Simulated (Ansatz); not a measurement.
The cluster CuSi₄⁺, relaxed as a singlet with RKS PBE-D4/def2-SVP in Ansatz, starting from the GFN2-xTB geometry. Force threshold 0.02 eV/Å.

The structure comes from a short search, and lower isomers may exist.

Start:

```xyz
5

Cu    1.371    0.435   -0.995
Si   -0.785    1.115   -1.088
Si   -0.256   -0.699    0.932
Si    1.962   -1.110    0.685
Si   -2.292    0.260    0.467
```

Problem. Estimate the energy that the relaxation releases and the steps that it takes.

Solution. 0.77 eV, in 12 steps; 11 s on 4 threads of Arm Neoverse V2 on a shared host. No frequencies were taken in this run, so the end may be a saddle point.

Problem. Does the start keep its bonding and symmetry?

Solution. Bonds lost: Cu1–Si3 (atoms count from 1). Bonds formed: Si2–Si4 (atoms count from 1). The end is the same structure that another start reached, the lowest one found. Point group Cs at the start, Cs at the end, both within 0.05 Å.

Problem. Predict the relaxed structure.

Solution. 
```tsv
atom	x (Å)	y (Å)	z (Å)
Cu1	1.778	0.695	-1.447
Si2	-0.311	0.562	-0.577
Si3	-0.583	-0.888	1.275
Si4	1.546	-0.748	0.383
Si5	-2.430	0.379	0.366
```
Bond lengths: 5 × Si–Si 2.31 to 2.47 Å; 2 × Cu–Si 2.27 to 2.34 Å.
